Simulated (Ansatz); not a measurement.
Gas-phase electronic energies from Ansatz, PBE0-D4/def2-TZVP geometries. CBS: MP2 limit from def2 TZ/QZ plus the TZ coupled-cluster correction, frozen cores. DFT in def2-TZVPP. def2 core potentials past Kr. For Br, In outer-core shells are correlated without core-valence functions, which leaves a few kJ/mol of doubt a bond. Scalar relativity is left out up to krypton.

`C=C([SiH3])Br` + `[InH3]` → `C=[C]([SiH3])[InH2]` + HBr  (formal exchange of groups at a C–Br bond)

`C=C([SiH3])Br`:

Z-matrix (Å, degrees):
```
Si
C 1 1.867
H 1 1.484 2 109.5
H 1 1.484 2 109.5 3 -119.8
H 1 1.486 2 108.1 3 120.1
Br 2 1.904 1 114.0 3 60.0
C 2 1.325 1 126.1 3 -120.0
H 7 1.085 2 123.0 1 180.0
H 7 1.086 2 119.5 1 0.0
```

`[InH3]`:

Cartesian coordinates in Å:
```
In 0.000 0.000 0.000
H 1.210 1.223 -0.113
H -1.454 0.139 -0.916
H 0.244 -1.362 1.029
```

`C=[C]([SiH3])[InH2]`:

Cartesian coordinates in Å:
```
C -0.766 1.047 -0.953
C -0.117 0.202 -0.143
Si -0.211 -1.631 -0.414
In 1.018 1.079 1.462
H -0.737 2.129 -0.828
H -1.368 0.701 -1.796
H -0.772 -2.303 0.791
H 1.152 -2.191 -0.632
H -1.063 -1.958 -1.593
H 0.954 2.805 1.523
H 1.911 0.121 2.582
```

HBr:

Cartesian coordinates in Å:
```
Br 0.032 -0.010 0.709
H -0.032 0.010 -0.709
```

Q: Is it downhill or uphill in electronic energy at CCSD(T)/CBS, and by how much? (Best estimate.)

A: Ansatz gave: Downhill: ΔE = -0.47 eV.

Q: What do these levels give: ωB97X-V, ωB97M-V, HF/def2-TZVPP, MP2/def2-TZVPP, SCS-MP2/def2-QZVPP, MP2/CBS(def2)? (An estimate is asked.)

A: The calculation gave: ωB97X-V -0.35, ωB97M-V -0.37, HF/def2-TZVPP -0.36, MP2/def2-TZVPP -0.47, SCS-MP2/def2-QZVPP -0.45, MP2/CBS(def2) -0.49 eV.

Largest T1 diagnostic among the species: 0.014.

In def2-TZVPP, CCSD(T) changes the Hartree–Fock value by −0.08 eV (the triples alone add −0.01 eV) and MP2 by −0.11 eV.
